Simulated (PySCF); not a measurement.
A calculated (M06-L, PySCF 2.14, def2-SVP, no relativity, point nucleus) atom or ion has these occupied shells.

```
shell  electrons  orbital energy (eV)  rms radius, mean of both spins (bohr)
 1s α          1             -12354.4                                 0.0521
 1s β          1             -12354.2                                 0.0521
 2s α          1              -1600.1                                  0.216
 2s β          1              -1600.0                                  0.216
 2p α          3              -1435.8                                  0.191
 2p β          3              -1435.7                                  0.191
 3s α          1              -236.15                                  0.625
 3s β          1              -236.00                                  0.625
 3p α          3              -178.72                                  0.641
 3p β          3              -178.53                                  0.641
 3d α          5              -78.383                                  0.697
 3d β          5              -78.114                                  0.697
 4s α          1              -38.171                                   1.84
 4s β          1              -35.607                                   1.84
 4p α          2              -26.367                                   2.14
```

**Question.** Name the element and its charge.

**Answer.** Se²⁺ (selenium, charge +2), in [Ar] 3d10 4s2 4p2, high-spin 3P determinant.
